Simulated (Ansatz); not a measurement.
CH4FNOSi can be A, `NC(=O)[SiH2]F`, or B, `C=N[SiH](O)F`.

Gas-phase electronic energies from Ansatz, PBE0-D4/def2-TZVP geometries. CCSD(T)/CBS adds triple-zeta CCSD(T) − MP2 to the extrapolated MP2 energy (def2 sets, frozen cores). Functionals use def2-TZVPP. B3LYP here is the variant with VWN-RPA as its local correlation; programs differ in this. One conformer a species, not always the lowest.

Which is lower in electronic energy at CCSD(T)/CBS, and by how much? (An estimate is asked.)

The calculation gave: B, by 33.0 kcal/mol.

Give E(B) − E(A) in kcal/mol with ωB97M-V, PBE0-D4, LDA (SPW92), B3LYP-D4, MP2/def2-TZVPP, CCSD(T)/def2-SVP, BLYP-D4. (Estimate.)

Ansatz gave: ωB97M-V -30.2, PBE0-D4 -25.9, LDA (SPW92) -21.5, B3LYP-D4 -28.3, MP2/def2-TZVPP -32.7, CCSD(T)/def2-SVP -23.0, BLYP-D4 -25.7. None reverses the order clearly.

Does the order hold for the free energy at 298.15 K (harmonic terms from PBE0-D4)? (Best estimate.)

The calculation gave: Yes: G(B) − G(A) = -33.1 kcal/mol, for one conformer each. Modes under 60 cm⁻¹, often nearly free rotors, make the harmonic entropy too high.

Largest T1 diagnostic: 0.015.

In def2-TZVPP, CCSD(T) changes the Hartree–Fock value by +2.7 kcal/mol (the triples alone add +1.1 kcal/mol) and MP2 by +2.5 kcal/mol. From r2SCAN to r2SCAN0 (25 % exact exchange), in def2-TZVPP and without D4, E(B) − E(A) moves by −2.3 kcal/mol.
